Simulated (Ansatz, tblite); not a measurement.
Cost and result up the ladder for the cluster B₃As₃ (6 atoms). Charge 0, multiplicity 1. Geometry: r2SCAN-D4/def2-SVP.

```xyz
6

B     0.787    0.155   -0.300
B    -0.326   -1.197   -0.369
B     0.125   -0.752    1.046
As   -0.193   -0.006   -2.006
As    0.908    1.078    1.441
As   -1.301    0.722    0.188
```

Ansatz on 4 threads of Arm Neoverse V2 on a shared host; xTB runs through tblite on one thread. Times are rough, summed over both states, and most runs start from the orbitals of an earlier one. PBE0-D4/def2-TZVP serves as the yardstick here, not as an exact answer. Differences are given only for rows in sets of like size (and for xTB, whose basis is part of the method), since another set adds its own error. The other state is a doublet.

The xTB rows come from tblite. Correlated methods freeze 30 core orbitals; core or outer-core shells of As are correlated, in sets that lack core-valence functions. The rows differ in basis, and correlated rows in double-zeta sets carry the largest basis error. The structure comes from a short search, and lower isomers may exist.

Run but left out: HF/def2-SVP (singlet: restricted singlet, unstable towards broken spin symmetry); MP2/def2-SVP (charge +1 doublet: ⟨S²⟩ 0.91, where a pure state has 0.75).

Correlated methods converge slowly with the basis, most of all in double-zeta sets.

Raw xTB energies of ions are shifted by several eV.

```csv
level,functions,wall time
GFN1-xTB,39,0.012 s
GFN2-xTB,39,0.013 s
PBE-D4/def2-TZVP,237,10 s
r2SCAN-D4/def2-TZVP,237,29 s
PBE0-D4/def2-TZVP (with forces),237,33 s
CCSD(T)/def2-SVP,138,2.2 min
```

**Question.** Estimate what each level gives for the vertical IE (eV).

**Answer.** 
| level | vertical IE (eV) | difference from PBE0-D4/def2-TZVP (eV) | remarks |
| --- | --- | --- | --- |
| GFN1-xTB | 12.33 | 4.34 | – |
| GFN2-xTB | 10.39 | 2.39 | – |
| PBE-D4/def2-TZVP | 7.93 | -0.06 | – |
| r2SCAN-D4/def2-TZVP | 7.92 | -0.07 | – |
| PBE0-D4/def2-TZVP (with forces) | 8.00 | 0.00 | – |
| CCSD(T)/def2-SVP | 8.04 | – | restricted SCF unstable (singlet), spin-contaminated (⟨S²⟩ 0.91) (+1 doublet) |
